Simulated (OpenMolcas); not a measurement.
## Re⁴⁺: effect of the active space

| Quantity | Value |
| --- | --- |
| Program | OpenMolcas 26.06 |
| Method | SS-CASPT2 or its RAS form, IPEA 0.25 Eh, imaginary shift 0.1 Eh |
| Basis | ANO-RCC-VQZP |
| Scalar Hamiltonian | DKH2, point nucleus |
| Spin-orbit coupling | state interaction with AMFI integrals over the reference wave functions, term energies averaged over their components |

A. 3 electrons in 5 orbitals (5d); 2S+1 = 4 even, 10 roots; 2S+1 = 2 even, 40 roots; closed shells correlated: 5s 5p; CASPT2 step of the order of 70 core-seconds
B. 9 electrons in 8 orbitals (RAS1 5p, at most 2 holes; RAS2 5d); 2S+1 = 4 even, 10 roots; 2S+1 = 2 even, 40 roots; closed shells correlated: 5s; CASPT2 step roughly 2.4 core-minutes
C. 3 electrons in 10 orbitals (5d 6d); 2S+1 = 4 even, 10 roots; 2S+1 = 2 even, 40 roots; closed shells correlated: 5s 5p; CASPT2 step roughly 12 core-minutes

Energies in cm⁻¹ above 5d³ ⁴F_3/2, the measured ground level; measured values from the list in Brasseur, Gamrath and Quinet, At. Data Nucl. Data Tables 157, 101636 (2024).

```tsv
Level	A	B	C	Measured
5d³ ⁴F_3/2	0.0	0.0	0.0	0.0
5d³ ⁴F_5/2	4920	5180	4980	4853
5d³ ⁴F_7/2	9070	9450	9150	8973
5d³ ⁴F_9/2 [62 %]	11980	12410	12120	11914
5d³ ⁴P_1/2 [62 %]	15230	14740	14400	14325
5d³ ²G_7/2	19250	19770	19270	19013
5d³ ²H_9/2 [55 %]	20070	20750	20400	19967
5d³ ⁴P_5/2	21450	21880	21580	20922
5d³ ²P_1/2 [62 %]	25410	24440	23770	23669
5d³ ²H_11/2	27110	28030	27830	27077
5d³ ²D_5/2(1)	29440	30420	29510	28739
5d³ ²G_9/2 [55 %]	30640	31630	31000	
5d³ ²P_3/2 [52 %]	34430	33880	33090	
5d³ ²F_5/2	35250	35780	35390	34162
5d³ ²F_7/2	35580	36110	35680	34625
5d³ ²D_3/2(2)	53810	54310	53920	
5d³ ²D_5/2(2)	54090	54340	54270	52467
```

Deviations, from unrounded energies. A percentage is the sum of absolute deviations over the sum of measured energies, with the sign that they share, or ± where signs differ.

```tsv
Against measurement	Levels	A	B	C
mean absolute deviation (cm-1)	13	630	970	590
fine structure of the ground term (%)	3	+0.9	+5.1	+2.0
other terms of the ground configuration (%)	10	+2.9	+4.1	+2.6
```

C lies closest to measurement on these levels and B furthest from it. The largest miss of C in the table is 5d³ ²D_5/2(2), by +1800 cm-1. The ranking rests on the paired levels alone, and a cruder setting can come out closer through cancelling errors.

The two smallest mean deviations differ by little beside CASPT2's spread within terms, so their order carries little weight.

Among A to C the level of the table that moves most is 5d³ ²P_1/2 [62 %], by 1600 cm-1 (lowest in C, highest in A). Moves below CASPT2's spread within the term are not significant.

Term energies are means over components that CASPT2 splits; among the terms shown or strongly mixed into the levels shown the widest spread is 960 cm-1 (5d³ ²H, A). The CASPT2 spread within a term exceeds the gap to the next term for 5d³ ²P and 5d³ ²H, so the order of their levels is uncertain (holds for A). Active for correlation alone: 5p; no level in the range computed is led by a configuration that opens it, so any true level of that kind is missing (holds for B). Active for correlation alone: 6d; no level in the range computed is led by a configuration that fills it, so any true level of that kind is missing (holds for C). Measured partners are found by configuration, term and J. A level has none where our copy of the source lacks it or the pairing is in doubt (some pairs that miss far off the trend of their configuration count as doubtful), and it then counts in no deviation. Levels of configurations outside the active space are missing. Levels that lie high or do not pair safely by name in every column are left out.

A share in square brackets marks a mixed level and gives the weight of the term that names it, the lowest over the columns. A number in round brackets counts repeated terms of one configuration in the order of the reference energies.
